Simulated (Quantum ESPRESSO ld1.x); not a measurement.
Values are calculated unless marked as measured or tabulated.
The copper ion Cu+, configuration [Ne] 3s1.5 3p6 3d10 4p0.5 (fractional occupations, a model configuration). Level of theory: scalar-relativistic Kohn-Sham, LDA (Slater exchange, VWN5 correlation), spin-polarised, spherical densities, point nucleus; open shells are filled with parallel spins first (ld1.x of Quantum ESPRESSO 7.5). Some entries of the table are withheld. Estimate them.

orbital,occ.,eigenvalue (eV),<1/r> (bohr^-1)
1s up,1,-8848.69,29.11
1s down,1,-8848.28,29.11
2s up,1,-1073.94,6.317
2s down,1,-1073.57,6.317
2p up,3,-930.120,6.207
2p down,3,-929.760,6.207
3s up,1,-127.625,(1)
3s down,0.5,-126.823,(2)
3p up,3,-85.4271,1.850
3p down,3,-84.6733,1.847
3d up,5,-18.0726,(3)
3d down,5,-17.4624,(4)
4p up,0.5,(5),0.3956
4p down,0,(6),0.3934

Answer. 
(1) 3s up <1/r> (bohr^-1): 2.000
(2) 3s down <1/r> (bohr^-1): 1.998
(3) 3d up <1/r> (bohr^-1): 1.429
(4) 3d down <1/r> (bohr^-1): 1.424
(5) 4p up eigenvalue (eV): -8.0503
(6) 4p down eigenvalue (eV): -7.5290
